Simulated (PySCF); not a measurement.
Si(H)(SH)3 (H4S3Si), SMILES S[SiH](S)S.

Geometry: PBE0-D3(BJ)/def2-SVP. One conformer was computed; it need not be the lowest.

These are TDDFT-PBE/def2-SVPD (PySCF) values and carry that method's errors.

Vertical excitations. The molecule is in vacuum.

```json
[
 {"state": "S1", "energy (eV)": "5.13", "λ (nm)": "242", "f": "0.001", "main pairs": "HOMO→LUMO 98 %"},
 {"state": "S2", "energy (eV)": "5.33", "λ (nm)": "233", "f": "0.000", "main pairs": "HOMO−1→LUMO 98 %"},
 {"state": "S3", "energy (eV)": "5.53", "λ (nm)": "224", "f": "0.014", "main pairs": "HOMO→LUMO+1 94 %"},
 {"state": "S4", "energy (eV)": "5.60", "λ (nm)": "221", "f": "0.001", "main pairs": "HOMO−2→LUMO 96 %"},
 {"state": "S5", "energy (eV)": "5.72", "λ (nm)": "217", "f": "0.012", "main pairs": "HOMO→LUMO+2 78 %, HOMO→LUMO+3 14 %"},
 {"state": "S6", "energy (eV)": "5.83", "λ (nm)": "213", "f": "0.048", "main pairs": "HOMO−1→LUMO+1 67 %, HOMO→LUMO+3 17 %"},
 {"state": "S7", "energy (eV)": "5.87", "λ (nm)": "211", "f": "0.020", "main pairs": "HOMO−1→LUMO+2 36 %, HOMO→LUMO+3 31 %, HOMO−1→LUMO+1 18 %, HOMO−2→LUMO+1 7 %"},
 {"state": "S8", "energy (eV)": "5.90", "λ (nm)": "210", "f": "0.010", "main pairs": "HOMO−1→LUMO+2 62 %, HOMO→LUMO+3 17 %"},
 {"state": "S9", "energy (eV)": "6.01", "λ (nm)": "206", "f": "0.008", "main pairs": "HOMO→LUMO+4 79 %"},
 {"state": "S10", "energy (eV)": "6.08", "λ (nm)": "204", "f": "0.040", "main pairs": "HOMO−2→LUMO+1 72 %"},
 {"state": "T1", "energy (eV)": "4.88", "λ (nm)": "254", "f": "0", "main pairs": "HOMO→LUMO 98 %"},
 {"state": "T2", "energy (eV)": "5.11", "λ (nm)": "243", "f": "0", "main pairs": "HOMO−1→LUMO 97 %"},
 {"state": "T3", "energy (eV)": "5.34", "λ (nm)": "232", "f": "0", "main pairs": "HOMO→LUMO+1 84 %"},
 {"state": "T4", "energy (eV)": "5.38", "λ (nm)": "231", "f": "0", "main pairs": "HOMO−2→LUMO 84 %"}
]
```
Triplets are in the Tamm–Dancoff approximation, which puts them higher than full response would, so one can lie above its singlet here.
